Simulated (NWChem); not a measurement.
Molecule: CH$_{4}$N$_{2}$OZn; SMILES [OH][Zn]1[NH]C=[NH]->1

```xyz
9

Zn     0.0013    -0.4836     0.0000
O     -0.0680    -2.2884     0.0000
H      0.8371    -2.6512     0.0000
C     -0.0218     1.9502     0.0000
N     -1.1257     1.2113     0.0000
N      1.1087     1.2536     0.0000
H     -0.0439     3.0633     0.0000
H     -2.0308     1.6825     0.0000
H      1.9919     1.7656     0.0000
```
Atoms are numbered in this order, from 1.

Program: NWChem. Pople sets run with spherical d functions. Structure relaxed at the PBE-D3(BJ)/def2-SVP level. Not confirmed as a minimum by frequencies. Ions are spin-unrestricted doublets at the neutral geometry; other ion states weren't tried.

Problem. What does the run give for PBE/6-31G*? Quantities: −ε(HOMO) (eV).

Solution. 
| Item | Value |
|---|---|
| −ε(HOMO) (eV) | 5.13 |
